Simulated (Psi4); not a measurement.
Torsional profile of SMILES [SiH2]([SiH2]C=O)[GeH3] (CH₈GeOSi₂). Scanned: dihedral C2–Si3–Si4–Ge5; all other coordinates were relaxed at GFN2-xTB. GFN2-xTB can order the conformers of Si and Ge chains otherwise than DFT does. Points at φ and −φ are mirror images. Heavy atoms are numbered in the order of the SMILES O=C[SiH2][SiH2][GeH3], hydrogens after them in the order of the atoms that carry them; the mirror image has the same energies with the sign of each dihedral reversed.

Levels of theory: PBE/def2-TZVP // GFN2-xTB (Psi4); PBE-D3(BJ)/def2-TZVP // GFN2-xTB (Psi4); PBE0-D3(BJ)/def2-TZVP // GFN2-xTB (Psi4); MP2/cc-pVTZ = DF-MP2 (frozen core)/cc-pVTZ // GFN2-xTB run with Psi4.

Energies relative to the lowest point of each profile, in mEh; the last columns give the difference from MP2:

```tsv
φ / °	PBE/def2-TZVP	PBE-D3(BJ)/def2-TZVP	PBE0-D3(BJ)/def2-TZVP	MP2/cc-pVTZ	PBE/def2-TZVP − MP2/cc-pVTZ	PBE-D3(BJ)/def2-TZVP − MP2/cc-pVTZ	PBE0-D3(BJ)/def2-TZVP − MP2/cc-pVTZ
-160	0.2	0.2	0.3	0.5	-0.2	-0.2	-0.2
-140	0.8	0.8	1.0	1.4	-0.6	-0.6	-0.5
-120	1.1	1.1	1.3	1.9	-0.8	-0.8	-0.6
-100	0.9	0.7	0.8	1.0	-0.2	-0.3	-0.2
-80	1.4	0.7	0.6	0.0	1.3	0.6	0.6
-60	2.8	1.5	1.4	0.4	2.4	1.2	1.0
-40	2.2	1.1	0.9	0.2	2.0	0.9	0.7
-20	2.2	1.2	1.0	0.6	1.6	0.5	0.4
0	2.3	1.3	1.1	0.9	1.4	0.4	0.3
20	2.2	1.2	1.0	0.6	1.6	0.5	0.4
40	2.2	1.1	0.9	0.2	2.0	0.9	0.7
60	2.8	1.5	1.4	0.4	2.4	1.2	1.0
80	1.4	0.7	0.6	0.0	1.3	0.6	0.6
100	0.9	0.7	0.8	1.0	-0.2	-0.3	-0.2
120	1.1	1.1	1.3	1.9	-0.8	-0.8	-0.6
140	0.8	0.8	1.0	1.4	-0.6	-0.6	-0.5
160	0.2	0.2	0.3	0.5	-0.2	-0.2	-0.2
180	0.0	0.0	0.0	0.0	0.0	0.0	0.0
```

PBE/def2-TZVP is furthest from MP2/cc-pVTZ at -60 (2.4 mEh, above); its mean absolute difference over the points is 1.1 mEh.

PBE-D3(BJ)/def2-TZVP is furthest from MP2/cc-pVTZ at -60 (1.2 mEh, above); its mean absolute difference over the points is 0.6 mEh.

PBE0-D3(BJ)/def2-TZVP is furthest from MP2/cc-pVTZ at -60 (1.0 mEh, above); its mean absolute difference over the points is 0.5 mEh.
